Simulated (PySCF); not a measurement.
Compound: CH7FOSi2.
SMILES: `C[SiH2]O[SiH2]F`

Torsions of this conformer, `[CH3:1][SiH2:2][O:3][SiH2:4][F:5]`: C1–Si2–O3–Si4 -33°, Si2–O3–Si4–F5 -17°.

The closed-shell ground state was solved at several levels (PySCF, density fitting, gas phase, non-relativistic). The structure is a single PBE0-D3(BJ)/def2-SVP conformer in the gas phase; no vibrational or solvent corrections.

```json
{"level": "PBE0/def2-SVP", "basis functions": "113", "total energy (Eh)": "-795.6927", "HOMO (eV)": "-8.55", "LUMO (eV)": "0.88", "gap (eV)": "9.43", "dipole (D)": "0.88"}
{"level": "PBE0/cc-pVTZ", "basis functions": "256", "total energy (Eh)": "-796.1601", "HOMO (eV)": "-8.60", "LUMO (eV)": "0.47", "gap (eV)": "9.07", "dipole (D)": "0.87"}
{"level": "PBE0/def2-TZVP", "basis functions": "209", "total energy (Eh)": "-796.1727", "HOMO (eV)": "-8.64", "LUMO (eV)": "0.33", "gap (eV)": "8.97", "dipole (D)": "0.89"}
{"level": "HF/def2-SVPD", "basis functions": "170", "total energy (Eh)": "-793.9411", "HOMO (eV)": "-12.10", "LUMO (eV)": "2.45", "gap (eV)": "14.55", "dipole (D)": "0.95"}
{"level": "PBE0/pcSseg-0", "basis functions": "67", "total energy (Eh)": "-794.8399", "HOMO (eV)": "-8.55", "LUMO (eV)": "0.83", "gap (eV)": "9.38", "dipole (D)": "0.95"}
```

Problem. What might PBE0/def2-TZVPD (266 basis functions) give for the same quantities?

Solution. Total energy -796.1741 Eh, HOMO -8.65 eV, LUMO 0.06 eV, gap 8.71 eV, dipole 0.90 D.

Problem. Over all these levels, which gives the widest orbital gap and which the narrowest?

Solution. HF/def2-SVPD (Hartree–Fock, all exact exchange) has the widest, 14.55 eV, and PBE0/def2-TZVPD (global hybrid, 25 % exact exchange) the narrowest, 8.71 eV. Functional and basis both differ between the two, so the spread mixes both effects.

Problem. How much does the basis alone move the frontier levels among the 5 PBE0 rows (the withheld one included)?

Solution. The HOMO by 0.10 eV and the LUMO by 0.82 eV. By rising basis size (HOMO, LUMO in eV): pcSseg-0 -8.55, 0.83; def2-SVP -8.55, 0.88; def2-TZVP -8.64, 0.33; cc-pVTZ -8.60, 0.47; def2-TZVPD -8.65, 0.06.

Problem. How far do the dipole and the HOMO energy spread over the levels?

Solution. The dipole runs from 0.87 to 0.95 D (mean 0.91 D) and the HOMO from -12.10 to -8.55 eV.
